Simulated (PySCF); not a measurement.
C₉H₉Cl.
Atom-mapped SMILES: `[Cl:1][CH2:2][C@:3]12[CH:4]=[CH:5][C@@H:6]3[C@H:7]([CH:8]=[CH:9]1)[C@H:10]23`

NICS = −σ at a ghost point: NICS(0) at the centroid of the ring atoms, NICS(1) 1 Å to either side along the normal of their mean plane, zz for the tensor component along that normal. Level: GIAO PBE0/pcSseg-1 (PySCF, non-relativistic, gas phase) on the GFN2-xTB geometry, one conformer.

Ring bond lengths (Å), with Mayer bond orders in brackets: C3–C4 1.513 (0.96), C4–C5 1.334 (1.76), C5–C6 1.461 (1.06), C6–C10 1.499 (0.91), C10–C3 1.533 (0.96); C3–C9 1.515 (0.98), C9–C8 1.335 (1.76), C8–C7 1.460 (1.06), C7–C10 1.500 (0.91), C10–C3 1.533 (0.96); C6–C7 1.561 (0.83), C7–C10 1.500 (0.91), C10–C6 1.499 (0.91).

**Question.** What do the NICS probes read (ppm)?

**Answer.** 
```tsv
ring	type	NICS(0)	NICS(1), two faces	NICS(1)zz, two faces	rms pucker (Å)	centre to ring atoms, mean (Å)
C3–C4–C5–C6–C10	5-membered carbocycle; formal bonds 1 double, 4 single	-9.0	-10.6 / -4.5	-13.3 / -7.6	0.08	1.24
C3–C9–C8–C7–C10	5-membered carbocycle; formal bonds 1 double, 4 single	-8.8	-4.4 / -10.7	-7.3 / -13.0	0.08	1.25
C6–C7–C10	3-membered carbocycle; formal bonds all single	-43.4	-11.6 / -7.8	-15.9 / -24.4	0.00	0.88
```

**Question.** What do they say, and how far can they be read as aromaticity?

**Answer.** 
- C3–C4–C5–C6–C10: mean NICS(1)zz -10.5 ppm, shielded. C3, C6, C10 have four or more neighbours, and the NICS criterion for π rings isn't applied. The two faces differ by 5.7 ppm, so no symmetry operation interchanges them.
- C3–C9–C8–C7–C10: mean NICS(1)zz -10.1 ppm, shielded. C3, C7, C10 have four or more neighbours; no verdict on aromaticity is drawn. The two faces differ by 5.7 ppm, so no symmetry operation interchanges them.
- C6–C7–C10: mean NICS(1)zz -20.2 ppm, shielded. C6, C7, C10 have four or more neighbours; no verdict on aromaticity is drawn. The two faces differ by 8.5 ppm, so no symmetry operation interchanges them. NICS(0) lies 34 ppm below the mean NICS(1).

**Question.** What field does 14.1 T along the ring normal induce along that normal at the first NICS(1) probe listed for ring C3–C9–C8–C7–C10, 1 Å off the ring?

**Answer.** NICSzz × B0 = -7.3 ppm × 14.1 T = -103 μT, against the applied field.

**Question.** Give the inner angles of the rings and the Hirshfeld charges of the ring atoms.

**Answer.** 
- C3–C4–C5–C6–C10: C3 103.7° (+0.009 e), C4 110.7° (-0.056 e), C5 110.8° (-0.058 e), C6 107.4° (-0.040 e), C10 104.2° (-0.044 e); sum 536.9° against 540° for a flat convex ring.
- C3–C9–C8–C7–C10: C3 103.7° (+0.009 e), C9 110.7° (-0.053 e), C8 110.8° (-0.058 e), C7 107.4° (-0.043 e), C10 104.3° (-0.044 e); sum 536.9° against 540° for a flat convex ring.
- C6–C7–C10: C6 58.7° (-0.040 e), C7 58.6° (-0.043 e), C10 62.7° (-0.044 e); sum 180.0° against 180° for a flat convex ring.
